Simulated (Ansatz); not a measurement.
A nudged elastic band was laid between two geometries of C3H9FOSi (15 atoms, charge 0, multiplicity 1).

The calculation used RKS PBE0-D4/6-31G* (Ansatz).

- movable images: 7
- climbing image: yes
- spring: 5.0 eV/Å²
- optimiser: quadratic models (default)
- start path: through a guess of the saddle point
- force threshold: 0.05 eV/Å
- iteration limit: 53
- end points: relaxed

Initial state:

```xyz
15
Properties=species:S:1:pos:R:3
C -0.983 -0.996 1.049
Si 0.402 0.043 0.337
C 1.592 -0.974 -0.687
F 1.228 0.679 1.581
C -0.322 1.460 -0.687
O -1.386 2.146 -0.033
H -1.637 -0.402 1.697
H -1.597 -1.439 0.255
H -0.585 -1.817 1.654
H 2.047 -1.769 -0.086
H 1.080 -1.447 -1.534
H 2.401 -0.355 -1.088
H 0.454 2.213 -0.864
H -0.626 1.104 -1.689
H -2.089 1.503 0.126
```

Final state:

```xyz
15
Properties=species:S:1:pos:R:3
C -0.939 -1.133 1.096
Si 0.382 -0.032 0.378
C 1.601 -0.955 -0.702
F 1.219 0.636 1.599
C -0.412 1.364 -0.620
O -1.522 1.855 0.116
H -1.656 -0.532 1.664
H -1.492 -1.644 0.298
H -0.519 -1.896 1.759
H 2.120 -1.732 -0.131
H 1.093 -1.442 -1.542
H 2.361 -0.282 -1.114
H 0.339 2.149 -0.810
H -0.715 0.975 -1.609
H -1.883 2.618 -0.354
```

Q: Which bonds break or form, and what moves?

A: No bond is made or broken. The dihedral H14–C5–O6–H15 goes from 65 to -65°.

Q: What energy profile does the band end with?

A: The forces met the threshold. The highest image is number 4 of 0 to 8, 0.055 eV above the first end and 0.078 eV above the last; the last end lies 0.022 eV below the first. A vibrational analysis at the climbing image gives one clearly imaginary mode, 322i cm⁻¹: a first-order saddle point.

| image | path coordinate (Å) | energy (eV) | dihedral H14–C5–O6–H15 (°) |
| --- | --- | --- | --- |
| 0 | 0.00 | 0.000 | 65 |
| 1 | 0.20 | 0.004 | 58 |
| 2 | 0.41 | 0.020 | 43 |
| 3 | 0.61 | 0.044 | 25 |
| 4 | 0.81 | 0.055 | 5 |
| 5 | 1.04 | 0.040 | -17 |
| 6 | 1.26 | 0.009 | -37 |
| 7 | 1.49 | -0.015 | -54 |
| 8 | 1.72 | -0.022 | -65 |

Q: What is the geometry of the highest image?

A: 
```xyz
15
Properties=species:S:1:pos:R:3
C -0.951 -1.056 1.073
Si 0.415 0.002 0.366
C 1.605 -0.972 -0.702
F 1.264 0.627 1.600
C -0.341 1.432 -0.615
O -1.349 2.078 0.167
H -1.647 -0.431 1.642
H -1.516 -1.555 0.276
H -0.560 -1.831 1.741
H 2.088 -1.768 -0.125
H 1.087 -1.441 -1.546
H 2.395 -0.330 -1.107
H 0.424 2.173 -0.891
H -0.742 1.050 -1.567
H -2.194 1.970 -0.282
```

Q: What are the harmonic wavenumbers there?

A: 322i, 76, 128, 134, 144, 179, 218, 230, 268, 361, 609, 673, 702, 728, 778, 806, 829, 890, 950, 1071, 1182, 1318, 1325, 1332, 1388, 1483, 1486, 1492, 1493, 1501, 3026, 3071, 3074, 3077, 3156, 3158, 3162, 3173, 3857 cm⁻¹.

Time of the run: 4 min on 2 threads of Intel(R) Xeon(R) Platinum 8259CL CPU @ 2.50GHz (Skylake/Cascade Lake), with other jobs on the host, peak memory 0.31 GiB.
